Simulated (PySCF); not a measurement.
Mayer bond orders and bond lengths

C₃H₇NO₅Si.
SMILES with atom numbers: `[CH3:1][C:2](=[O:3])[NH:4][Si:5]([OH:6])([OH:7])[O:8][CH:9]=[O:10]` (hydrogens: H11, H12, H13 on C1; H14 on N4; H15 on O6; H16 on O7; H17 on C9)

Geometry (GFN2-xTB, Å), atoms numbered from 1 in this order:
```
atom  x, y, z in Å
C1    -3.006   -0.365    0.369
C2    -1.729    0.437    0.336
O3    -1.673    1.599    0.689
N4    -0.645   -0.240   -0.120
Si5    0.933    0.480   -0.341
O6     1.370    0.261   -1.874
O7     0.910    1.996    0.167
O8     1.954   -0.398    0.674
C9     3.114   -0.893    0.342
O10    3.624   -0.851   -0.743
H11   -3.278   -0.663   -0.642
H12   -3.803    0.240    0.791
H13   -2.870   -1.260    0.973
H14   -0.813   -1.194   -0.400
H15    2.271   -0.049   -2.027
H16    0.042    2.298    0.491
H17    3.593   -1.387    1.205
```

Bond orders from the PBE0/pcSseg-1 density (PySCF). Geometry: GFN2-xTB, one conformer, isolated molecule.

(1) Where do the orders between heavy atoms depart from those drawn in the SMILES?

(2) Give the Mayer order of every bond, beside its length.

Answers

(1) The largest departure is 0.203, at Si5–O8 (drawn single, 0.797). Drawn single, order above 1.12: C2–N4 (1.154), Si5–O6 (1.153), Si5–O7 (1.187) and O8–C9 (1.135). Drawn single, order below 0.88: N4–Si5 (0.843) and Si5–O8 (0.797).

(2) 
```tsv
bond	drawn as	length (Å)	Mayer order
C1–C2	single	1.509	1.005
C2–O3	double	1.216	1.850
C2–N4	single	1.358	1.154
N4–Si5	single	1.748	0.843
Si5–O6	single	1.609	1.153
Si5–O7	single	1.598	1.187
Si5–O8	single	1.687	0.797
O8–C9	single	1.305	1.135
C9–O10	double	1.199	1.920
C1–H11	single	1.088	0.946
C1–H12	single	1.086	0.957
C1–H13	single	1.088	0.949
N4–H14	single	1.008	0.916
O6–H15	single	0.965	0.894
O7–H16	single	0.975	0.873
C9–H17	single	1.104	0.939
```

By pair of heavy elements: C–O: lowest O8–C9 (1.135, 1.305 Å), highest C9–O10 (1.920, 1.199 Å). O–Si: lowest Si5–O8 (0.797, 1.687 Å), highest Si5–O7 (1.187, 1.598 Å).

Sum the orders of all bonds at each heavy atom with more than one neighbour and set the sums beside the valence in the SMILES.

C1 3.857 (drawn 4), C2 4.009 (drawn 4), N4 2.913 (drawn 3), Si5 3.980 (drawn 4), O6 2.047 (drawn 2), O7 2.060 (drawn 2), O8 1.932 (drawn 2), C9 3.994 (drawn 4). Orders between atoms that aren't bonded are not in these sums.

Mayer orders depend on the basis set.

These values come from a run that also computed NMR shieldings. The run took 69 s on Arm Neoverse N1, one thread, shared host with 64 logical CPUs at a one-minute load of 58, and the process peaked at 0.94 GiB of memory.
